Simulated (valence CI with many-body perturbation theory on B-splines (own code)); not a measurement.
Questions on Kr¹⁵⁺

Method: relativistic CI+MBPT: three valence electrons over a frozen Dirac-Fock core [Ar], radial functions for each j: 7 s, 7 p, 8 d, 6 f, 4 g, 1 h, with the one-electron correlation potential Σ1 (screened to all orders), the two-electron term Σ2, the three-electron term Σ3, Breit, model QED; selected single and double excitations, second order for the rest, scaled by the run's own slope (own B-spline code, finite nucleus).

No measured levels were compared; by estimate terms of the open shell hold to 2 to 4 % of their energy, and close levels can change places. The list stops below the first excitations out of the core. Only levels of the ground parity were solved; by the run's estimate the other parity begins above the list, which can be wrong where configurations are misplaced.

Rates and lifetimes use the calculated energies. Strong lines usually hold to 10 to 20 %, long lifetimes can be off by a factor of two.

(1) What is the ground level?

(2) How is the term 4F of the ground level split?

(3) How well does LS coupling describe the low levels?

(4) What is the ionisation energy?

## Answers

(1) 3d3 4F_3/2, composition 96 % 3d3 4F + 3 % 3d3 2D, g = 0.412.

(2) J = 3/2 at 0.0, J = 5/2 at 5909, J = 7/2 at 12550, J = 9/2 at 19250 cm⁻¹.

(3) Among the lowest 19 levels the leading LS term, summed over configurations, holds 87 % on average. For single configurations the figures are 87 % in LS and 69 % in jj coupling. Terms mix most in the J = 3/2 level at 62643 cm⁻¹, where the leading one holds 54 %.

(4) 540.39 eV; NIST lists 540 ± 3 eV (theoretical).
